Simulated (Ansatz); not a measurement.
Frontier orbitals of BH5SSeSi, SMILES `SB[SiH2][SeH]`.

Charge 0, multiplicity 1. Correlated methods include outer-core shells of Se, which these sets cover unevenly. Scalar relativity is left out up to krypton. The geometry is a stationary point of PBE0-D4/def2-TZVP. It is one conformer, not always the lowest. Basis def2-TZVPP, Ansatz 0.2.0.

| functional | HOMO (eV) | LUMO (eV) | gap (eV) |
| --- | --- | --- | --- |
| PBE | -5.74 | -2.84 | 2.90 |
| revPBE | -5.69 | -2.75 | 2.94 |
| PBE0 | -6.87 | -1.95 | 4.92 |
| B3LYP | -6.63 | -2.10 | 4.53 |
| r2SCAN0 | -7.05 | -1.84 | 5.21 |
| BHLYP | -7.85 | -0.90 | 6.95 |
| ωB97M-V | -9.02 | 0.02 | 9.04 |

A quarter of exact exchange (PBE0) shifts PBE's HOMO by −1.13 eV and its LUMO by +0.89 eV; full exchange at long range (ωB97M-V) shifts them by −3.28 and +2.86 eV. The gap opens from 2.90 to 9.04 eV, since occupied levels lose self-interaction and empty ones feel all the electrons. A positive LUMO is unbound and depends on the basis.

B3LYP here is the variant with VWN-RPA as its local correlation; programs differ in this.
